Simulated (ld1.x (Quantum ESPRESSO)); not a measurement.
molybdenum (Mo): excitation energies, all-electron against TM

molybdenum, norm-conserving Troullier–Martins (Kleinman–Bylander form), made with ld1.x (Quantum ESPRESSO) 7.5 (PBEsol, fully relativistic). Core [Ar] 3d10 4s2, reference 4p6 4d5 5s1 5p0. Waves: 5s (bound): rc 3.05 bohr; 4p (bound): rc 1.40 bohr; 4d (bound): rc 1.45 bohr. Local part: the d channel. Core correction: a·sin(br)/r model core, default radius (core density twice the valence density).

Open shells are filled in proportion to 2j + 1 (rel_dist='average').

Energies are relative to the spin-unpolarised reference configuration 4p6 4d5 5s1 5p0; without spin polarisation the order of configurations can differ from experiment. The d channel is local and has no spin–orbit splitting in the pseudo-atom.

Q: Give the all-electron excitation energy and the error of the potential for: 4p6 4d5 5s0 5p0; 4p6 4d4 5s0 5p0; 4p6 4d3 5s0 5p0; 4p6 4d2 5s0 5p0; 4p6 4d5.5 5s0.5 5p0; 4p6 4d4 5s1 5p0; 4p6 4d4 5s1 5p1.

A:

| valence configuration | charge | ΔE all-electron (eV) | error AE − PS (meV) |
| --- | --- | --- | --- |
| 4p6 4d5 5s0 5p0 | +1 | 6.905 | -11 |
| 4p6 4d4 5s0 5p0 | +2 | 22.360 | +4.4 |
| 4p6 4d3 5s0 5p0 | +3 | 49.081 | +11 |
| 4p6 4d2 5s0 5p0 | +4 | 88.551 | -19 |
| 4p6 4d5.5 5s0.5 5p0 | 0 | 0.287 | -5.4 |
| 4p6 4d4 5s1 5p0 | +1 | 8.084 | +1.5 |
| 4p6 4d4 5s1 5p1 | 0 | 3.758 | +0.1 |

Levels in the configuration 4p6 4d4 5s0 5p0:

| level | all-electron (eV) | pseudo (eV) |
| --- | --- | --- |
| 4p j=1/2 | -58.412 | -58.357 |
| 4p j=3/2 | -55.883 | -55.833 |
| 4d j=3/2 | -20.962 | -20.796 |
| 4d j=5/2 | -20.711 | -20.796 |

These tests converged, but a pseudo level misses the all-electron one widely, so the file describes the atom poorly there or has found another state: 4p6 4d3 5s0 5p0: empty 5s by 2.8 eV (a node warning on the way).

Note: ghost state, extra bound levels that the all-electron valence spectrum of the same l lacks: s at -87.7 eV. A true bound ghost makes a file unfit for plane-wave use.
